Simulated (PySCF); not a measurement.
Members of one series of related molecules.

All values: PBE0/pcSseg-1 (PySCF) at GFN2-xTB geometries, gas phase, one conformer each.

Question: Rank by LUMO energy, lowest first.
A. `C=C1C[SiH2]O[SiH2][Si@H]1O`
B. `[SiH2]1CC(=C)[SiH2][Si@@H](C)O1`
C. `[SiH2]1CC([SiH2][SiH2]O1)=C`

Answer: A (-1.01 eV), C (-0.84 eV), B (-0.64 eV).

Question: Rank by HOMO–LUMO gap, lowest first.
A. `C=C1CC[SiH2]O[SiH2][SiH2]1`
B. `C[C@H]1C[SiH2]O[SiH2][SiH2]1`
C. `C=C1C[SiH2]S[SiH2][SiH2]1`
D. `C=C1C[SiH2]O[SiH2][SiH2]1`

Answer: C (6.03 eV), D (6.27 eV), A (6.76 eV), B (6.97 eV).

All values together:

| SMILES | change | formula | μ (D) | HOMO (eV) | LUMO (eV) | lowest IAO charge (e) | highest IAO charge (e) | lowest Hirshfeld charge (e) | highest Hirshfeld charge (e) |
| --- | --- | --- | --- | --- | --- | --- | --- | --- | --- |
| C=C1C[SiH2]O[SiH2][SiH2]1 | parent | C3H10OSi3 | 0.94 | -7.11 | -0.84 | -0.885 (O) | +1.023 (Si) | -0.308 (O) | +0.406 (Si) |
| C=C1CC[SiH2]O[SiH2][SiH2]1 | CH2 inserted into a C-C bond | C4H12OSi3 | 1.31 | -7.49 | -0.72 | -0.886 (O) | +1.006 (Si) | -0.308 (O) | +0.397 (Si) |
| C=C1[SiH2][SiH2]O[SiH2][C@H]1Cl | H on C replaced by Cl | C3H9ClOSi3 | 1.70 | -7.33 | -1.06 | -0.882 (O) | +1.032 (Si) | -0.307 (O) | +0.392 (Si) |
| C=C1C[SiH2]O[SiH2][Si@H]1O | H on Si replaced by OH | C3H10O2Si3 | 2.34 | -7.23 | -1.01 | -0.887 (O) | +1.022 (Si) | -0.313 (O) | +0.405 (Si) |
| C=C1[SiH2]C[SiH2]O[SiH2][SiH2]1 | SiH2 inserted into a C-C bond | C3H12OSi4 | 1.17 | -7.67 | -1.03 | -0.887 (O) | +1.020 (Si) | -0.304 (O) | +0.402 (Si) |
| C[C@H]1C[SiH2]O[SiH2][SiH2]1 | H2 added to a C-C multiple bond | C3H12OSi3 | 1.49 | -7.56 | -0.59 | -0.886 (O) | +0.997 (Si) | -0.307 (O) | +0.399 (Si) |
| C=C1C[SiH2]S[SiH2][SiH2]1 | O replaced by S | C3H10SSi3 | 2.18 | -6.98 | -0.95 | -0.542 (C) | +0.699 (Si) | -0.187 (S) | +0.317 (Si) |
| C=C[Si@@H]1CC(=C)[SiH2][SiH2]O1 | H on Si replaced by vinyl | C5H12OSi3 | 1.03 | -7.02 | -0.81 | -0.880 (O) | +1.140 (Si) | -0.303 (O) | +0.422 (Si) |
| C=C1C[SiH2]O[Si@H](C)[SiH2]1 | H on Si replaced by CH3 | C4H12OSi3 | 0.65 | -7.01 | -0.64 | -0.882 (O) | +1.023 (Si) | -0.307 (O) | +0.404 (Si) |

Conformers: `[CH2:1]=[C:2]1[CH2:3][SiH2:4][O:5][SiH2:6][SiH2:7]1` with C1–C2–C3–Si4 -102°, C2–C3–Si4–O5 -48°, C3–Si4–O5–Si6 13°, Si4–O5–Si6–Si7 0°; `[CH2:1]=[C:2]1[CH2:3][CH2:4][SiH2:5][O:6][SiH2:7][SiH2:8]1` with C1–C2–C3–C4 123°, C2–C3–C4–Si5 -49°, C3–C4–Si5–O6 84°, C4–Si5–O6–Si7 -17°; `[CH2:1]=[C:2]1[SiH2:3][SiH2:4][O:5][SiH2:6][C@H:7]1[Cl:8]` with C1–C2–Si3–Si4 -128°, C2–Si3–Si4–O5 -1°, Si3–Si4–O5–Si6 -19°, Si4–O5–Si6–C7 0°; `[CH2:1]=[C:2]1[CH2:3][SiH2:4][O:5][SiH2:6][Si@H:7]1[OH:8]` with Si6–Si7–O8–H 173°, C1–C2–C3–Si4 -104°, C2–C3–Si4–O5 -53°, C3–Si4–O5–Si6 6°, Si4–O5–Si6–Si7 15°; `[CH2:1]=[C:2]1[SiH2:3][CH2:4][SiH2:5][O:6][SiH2:7][SiH2:8]1` with C1–C2–Si3–C4 -95°, C2–Si3–C4–Si5 -72°, Si3–C4–Si5–O6 59°, C4–Si5–O6–Si7 -60°; `[CH3:1][C@H:2]1[CH2:3][SiH2:4][O:5][SiH2:6][SiH2:7]1` with C1–C2–C3–Si4 59°, C2–C3–Si4–O5 40°, C3–Si4–O5–Si6 -9°, Si4–O5–Si6–Si7 5°; `[CH2:1]=[C:2]1[CH2:3][SiH2:4][S:5][SiH2:6][SiH2:7]1` with C1–C2–C3–Si4 -98°, C2–C3–Si4–S5 -73°, C3–Si4–S5–Si6 51°, Si4–S5–Si6–Si7 -39°; `[CH2:1]=[CH:2][Si@@H:3]1[CH2:4][C:5](=[CH2:6])[SiH2:7][SiH2:8][O:9]1` with C1–C2–Si3–C4 103°, C2–Si3–C4–C5 -65°, Si3–C4–C5–C6 101°, C4–C5–Si7–Si8 52°, C5–Si7–Si8–O9 -14°; `[CH2:1]=[C:2]1[CH2:3][SiH2:4][O:5][Si@H:6]([CH3:7])[SiH2:8]1` with C1–C2–C3–Si4 -101°, C2–C3–Si4–O5 -50°, C3–Si4–O5–Si6 20°, Si4–O5–Si6–C7 113°.

Q: Give the shifts from the parent, `C=C1C[SiH2]O[SiH2][SiH2]1`.

A: 
| SMILES | change in μ (D) | change in HOMO (eV) | change in LUMO (eV) |
| --- | --- | --- | --- |
| C=C1CC[SiH2]O[SiH2][SiH2]1 | +0.37 | -0.38 | +0.12 |
| C=C1[SiH2][SiH2]O[SiH2][C@H]1Cl | +0.76 | -0.22 | -0.22 |
| C=C1C[SiH2]O[SiH2][Si@H]1O | +1.40 | -0.12 | -0.17 |
| C=C1[SiH2]C[SiH2]O[SiH2][SiH2]1 | +0.23 | -0.56 | -0.19 |
| C[C@H]1C[SiH2]O[SiH2][SiH2]1 | +0.55 | -0.45 | +0.25 |
| C=C1C[SiH2]S[SiH2][SiH2]1 | +1.24 | +0.13 | -0.11 |
| C=C[Si@@H]1CC(=C)[SiH2][SiH2]O1 | +0.09 | +0.09 | +0.03 |
| C=C1C[SiH2]O[Si@H](C)[SiH2]1 | -0.29 | +0.10 | +0.20 |
